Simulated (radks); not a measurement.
Correlation energies from several functionals, in hartree. Species: Si2+ [Ne] 3s2; Yb+ [Xe] 4f14 6s1. Method: non-relativistic Kohn-Sham, PBE, spin-polarised, spherical densities, point nucleus; computed with a radial shooting solver on a logarithmic mesh with Libxc functionals. Every spin shell is full or empty, so the densities are truly spherical. Functionals are evaluated on that one density, not self-consistently.

functional	Si2+	Yb+
PW92	-0.96769	-7.0709
VWN5	-0.97232	-7.1007
PZ	-0.96546	-7.0740
Wigner	-0.62339	-3.7066
Chachiyo	-0.95038	-6.9899
PBE	-0.43306	-4.1043
LYP	-0.49749	-3.7084
P86	-0.49488	-4.6211
PW91	-0.47981	-4.4114
OP (B88)	-0.47894	-3.6266
revTPSS	-0.45004	-4.1391
SCAN	-0.43781	-4.1686
B95	-0.51736	-5.0918
Tao-Mo	-0.39341	-4.0067
